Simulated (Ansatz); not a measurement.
Reaction (hydrogenolysis of a C–S bond): `S[CH2][GeH3]` + H₂ → `[CH3][GeH3]` + H₂S

Gas-phase electronic energies from Ansatz, PBE0-D4/def2-TZVP geometries. CCSD(T)/CBS is the MP2 limit (def2-TZVPP, def2-QZVPP) plus CCSD(T) − MP2 in def2-TZVPP, frozen cores. This one scheme is used for every species. Functionals use def2-TZVPP. For Ge outer-core shells are correlated without core-valence functions, which leaves a few kJ/mol of doubt a bond. Scalar relativity is left out up to krypton. Each species was taken in one conformer, which may not be the lowest.

```json
{"level": "revPBE-D4", "ΔE (kcal/mol)": "-16.4"}
{"level": "PBE-QIDH", "ΔE (kcal/mol)": "-19.6"}
```

Question: What does CCSD(T)/CBS give? (Estimate.)

Answer: Computed: -18.6 kcal/mol. The listed levels differ from it by 2.2, -1.0 kcal/mol.

Largest T1 diagnostic among the species: 0.011.

From r2SCAN to r2SCAN0 (25 % exact exchange), in def2-TZVPP and without D4, ΔE moves by −0.9 kcal/mol. In def2-TZVPP, CCSD(T) changes the Hartree–Fock value by +4.9 kcal/mol (the triples alone add +1.3 kcal/mol) and MP2 by +6.4 kcal/mol. At CCSD(T), def2-SVP lies −2.9 kcal/mol from the extrapolated value and def2-TZVPP −1.1 kcal/mol.
